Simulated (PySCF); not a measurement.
# One molecule, several mistakes: BCClH2Si

These are calculations, not measurements. They come from PySCF 2.14.0, an open-source quantum chemistry program, on an isolated molecule that a program drew, which may never have been made. The molecule is BCClH2Si (charge 0, singlet), drawn as the SMILES string `C=B[Si]Cl`.

Each row is a Hartree-Fock (HF) and frozen-core CCSD(T) single point in the cc-pV(D+d)Z basis, meant for a local HF minimum. Run 1 is clean. Each other run has one planted mistake out of seven kinds, and not every kind appears here: one electron removed, one electron added, multiplicity raised by two, geometry at a saddle point, minimal basis STO-3G, one bond length entered in bohr, all coordinates scaled. The reference is restricted for singlets and unrestricted otherwise, and also for a bond in bohr. Adding or removing an electron swaps singlet and doublet. Electrons count all cores. HOMO and LUMO are orbital energies over both spins, the gradient is its largest component, and the lowest frequency (negative if imaginary) is given only where the gradient is small. Bond lengths are over the 5 bonds as drawn. T1 is the CCSD diagnostic: over 0.02 (restricted) or 0.045 (unrestricted) a single reference is doubtful.

Geometry of the clean run:
```xyz
6
BCClH2Si, angstrom
C     0.0539   -0.7795    0.0646
B    -0.8278   -0.1142   -0.7859
Si   -2.0990    0.7644   -2.0708
Cl   -2.2829    2.5358   -0.9307
H     0.4159   -0.3397    0.9885
H     0.4227   -1.7762   -0.1589
```

| run | electrons | basis functions | <S^2> | HOMO (eV) | LUMO (eV) | gradient (hartree/bohr) | lowest frequency (cm^-1) | mean bond (Å) | longest bond (Å) | T1 | HF (hartree) | CCSD(T) (hartree) | mistake |
|---|---|---|---|---|---|---|---|---|---|---|---|---|---|
| 1 | 44 | 84 | 0.000 | -9.21 | 0.02 | 3.3e-05 | 92 | 1.5380 | 2.115 | 0.0169 | -812.10460 | -812.58876 | no fault |
| 2 | 44 | 30 | 0.000 | -7.08 | 4.20 | 3.4e-02 | - | 1.5380 | 2.115 | 0.0130 | -803.04644 | -803.22367 | minimal basis STO-3G |
| 3 | 44 | 84 | 0.000 | -8.86 | -0.31 | 3.5e-02 | - | 1.6241 | 2.233 | 0.0184 | -812.08824 | -812.57938 | all coordinates scaled |
| 4 | 43 | 84 | 1.340 | -14.32 | -6.69 | 5.8e-02 | - | 1.5380 | 2.115 | 0.0627 | -811.81042 | -812.26407 | ? |

**Which mistake was planted in run 4, and what did it cost?**

It counts 43 electrons, one fewer than the clean run, at the same geometry and basis. So the mistake is: one electron removed. Subtracting run 1 and multiplying by 627.51 kcal/mol a hartree, the energy moved by 184.6 kcal/mol in HF and 203.7 kcal/mol in CCSD(T).

Cautions from the logs. Run 4: T1 is over the limit, so its CCSD(T) energy is less reliable.
